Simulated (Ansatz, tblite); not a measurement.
Cost and result up the ladder for W(NH)2F2 (WN2F2H2) (7 atoms). Charge 0, multiplicity 1. Geometry: PBE-D4/def2-SVP.

Cartesian coordinates in Å:
```
W -0.433 0.160 -0.314
N 0.614 -1.212 -0.648
H 1.394 -1.851 -0.471
N 0.097 0.948 1.165
H 0.693 1.078 1.987
F -2.166 -0.521 0.004
F -0.200 1.398 -1.723
```

Ansatz on 4 threads of Arm Neoverse V2 on a shared host; xTB runs through tblite on one thread. Times are rough, summed over both states, and most runs start from the orbitals of an earlier one. PBE0-D4/def2-TZVP serves as the yardstick here, not as an exact answer. The other state is a triplet.

In the def2 sets W takes a core potential; there is no spin–orbit coupling. The xTB rows come from tblite.

xTB has no spin-polarisation term.

```json
{"level": "PBE-D4/def2-TZVP (with forces)", "functions": "176", "vertical triplet (eV)": "4.21", "difference from PBE0-D4/def2-TZVP (eV)": "0.18"}
{"level": "PBE0-D4/def2-TZVP", "functions": "176", "vertical triplet (eV)": "4.03", "difference from PBE0-D4/def2-TZVP (eV)": "0.00"}
{"level": "r2SCAN-D4/def2-TZVP", "functions": "176", "vertical triplet (eV)": "4.12", "difference from PBE0-D4/def2-TZVP (eV)": "0.09"}
{"level": "GFN2-xTB", "functions": "27", "vertical triplet (eV)": "3.41", "difference from PBE0-D4/def2-TZVP (eV)": "-0.62"}
{"level": "GFN1-xTB", "functions": "29", "vertical triplet (eV)": "4.39", "difference from PBE0-D4/def2-TZVP (eV)": "0.36"}
```

Q: Estimate how long each takes.

A: GFN1-xTB 0.007 s; GFN2-xTB 0.008 s; PBE-D4/def2-TZVP (with forces) 5.1 s; PBE0-D4/def2-TZVP 7.9 s; r2SCAN-D4/def2-TZVP 11 s. On shared hardware such times vary by a factor of up to 3.
